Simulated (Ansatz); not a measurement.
Ansatz (a first-principles code) input:

Ansatz 0.2 input:
```yaml
crystal:
  periodic: [false, false, false]
  atoms:
    - {symbol: C, position_ang: [-2.01841049, -0.14915554, 0.27296694]}
    - {symbol: C, position_ang: [-0.77198483, 0.03139212, 0.05420311]}
    - {symbol: C, position_ang: [0.55209102, 0.04112125, -0.07484739]}
    - {symbol: C, position_ang: [1.76745567, 0.06286254, -0.20057397]}
    - {symbol: H, position_ang: [2.82509178, 0.08267773, -0.31049218]}
basis:
  gaussian:
    orbitals: def2-TZVP
hamiltonian:
  xc: b3lyp
  dispersion: d3bj
magnetization: {spin_polarized: true, initial_magnetization: 1}
phonons: {temperatures: {t_min: 298.15, t_max: 298.15, t_step: 100}}
```

Q: What final total energy does it print?

A: -152.83841 Eh (B3LYP-D3(BJ)/def2-TZVP). The basis has 130 functions.

It need not be the lowest isomer of its formula.
